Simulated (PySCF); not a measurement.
# Orbital levels and atomic charges: C20H14BN

System: C20H14BN (BN-doped PAH), SMILES B1Nc2c(ccc3ccccc23)-c2ccc3ccccc3c21.

Cartesian coordinates (Å):
```
  1 B    -0.5079   -0.8391    1.6062
  2 N     0.8688   -0.7851    1.3540
  3 C     1.4475   -0.3079    0.2104
  4 C     0.6310    0.2307   -0.7902
  5 C     1.2334    0.5614   -2.0301
  6 C     2.5701    0.4306   -2.2393
  7 C     3.4296    0.0053   -1.2013
  8 C     4.8235   -0.0549   -1.3843
  9 C     5.6523   -0.4426   -0.3678
 10 C     5.1074   -0.7889    0.8734
 11 C     3.7523   -0.7612    1.0715
 12 C     2.8690   -0.3671    0.0458
 13 C    -0.7915    0.4087   -0.5603
 14 C    -1.5585    1.2111   -1.4450
 15 C    -2.8942    1.3827   -1.2698
 16 C    -3.5783    0.7285   -0.2196
 17 C    -4.9720    0.8502   -0.0703
 18 C    -5.6264    0.2098    0.9456
 19 C    -4.8996   -0.5731    1.8502
 20 C    -3.5405   -0.6945    1.7326
 21 C    -2.8308   -0.0510    0.6984
 22 C    -1.4101   -0.1740    0.5551
 23 H    -0.8374   -1.3353    2.6140
 24 H     1.5185   -1.1608    2.0286
 25 H     0.6131    0.8903   -2.8485
 26 H     3.0012    0.6615   -3.2030
 27 H     5.2268    0.2224   -2.3476
 28 H     6.7220   -0.4793   -0.5120
 29 H     5.7626   -1.0782    1.6816
 30 H     3.3752   -1.0285    2.0493
 31 H    -1.0690    1.7361   -2.2499
 32 H    -3.4566    2.0230   -1.9358
 33 H    -5.5168    1.4582   -0.7789
 34 H    -6.6973    0.3002    1.0543
 35 H    -5.4196   -1.0849    2.6474
 36 H    -2.9980   -1.3045    2.4355
```

Method: B3LYP/def2-SVP, gas phase, PySCF, fitting set def2-universal-JFIT up to Ne and JKFIT beyond, grid level 1.

Q: Give the orbital energies near the gap.

A: 
```
orbital     eV
 HOMO-4  -7.61
 HOMO-3  -7.29
 HOMO-2  -6.52
 HOMO-1  -6.01
   HOMO  -5.69
   LUMO  -1.53
 LUMO+1  -1.29
 LUMO+2  -0.86
 LUMO+3  -0.18
```

Q: Give the partial charges of the non-hydrogen atoms.

A: 
| atom | Mulliken | IAO | Hirshfeld |
| --- | --- | --- | --- |
| B1 | -0.14 | 0.07 | 0.09 |
| N2 | 0.08 | -0.29 | -0.11 |
| C3 | -0.04 | 0.12 | 0.06 |
| C4 | 0.09 | -0.03 | -0.01 |
| C5 | -0.05 | -0.13 | -0.04 |
| C6 | -0.01 | -0.15 | -0.06 |
| C7 | 0.07 | 0.01 | 0.00 |
| C8 | -0.02 | -0.13 | -0.04 |
| C9 | 0.04 | -0.14 | -0.04 |
| C10 | 0.03 | -0.14 | -0.04 |
| C11 | -0.08 | -0.14 | -0.05 |
| C12 | 0.14 | -0.02 | -0.01 |
| C13 | 0.06 | 0.03 | 0.01 |
| C14 | -0.03 | -0.15 | -0.05 |
| C15 | -0.01 | -0.12 | -0.04 |
| C16 | 0.09 | 0.00 | 0.00 |
| C17 | -0.02 | -0.14 | -0.05 |
| C18 | 0.04 | -0.14 | -0.05 |
| C19 | 0.04 | -0.14 | -0.04 |
| C20 | -0.01 | -0.14 | -0.04 |
| C21 | 0.03 | 0.02 | 0.01 |
| C22 | 0.05 | -0.13 | -0.08 |
